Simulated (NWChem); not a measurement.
System: CH4BClOS; SMILES CSB(O)Cl

```xyz
9

B      0.3136     0.3873     0.0000
Cl    -0.3312     2.0581     0.0000
O      1.6509     0.1636     0.0000
H      2.1686     0.9838     0.0000
S     -0.8641    -0.9821     0.0000
C      0.2662    -2.4353     0.0000
H      0.8947    -2.4342    -0.8920
H     -0.3685    -3.3238     0.0000
H      0.8947    -2.4342     0.8920
```
Atoms are numbered in this order, from 1.

Computed with NWChem. Pople sets run with spherical d functions. The geometry was optimised at B3LYP/6-31G* (spherical d). Static field.

Task: What does the run give for PBE/6-31+G*? Quantities: isotropic polarisability (bohr³); anisotropy (bohr³).

Result: 
| Property | Value |
|---|---|
| isotropic polarisability (bohr³) | 62.1 |
| anisotropy (bohr³) | 34.3 |
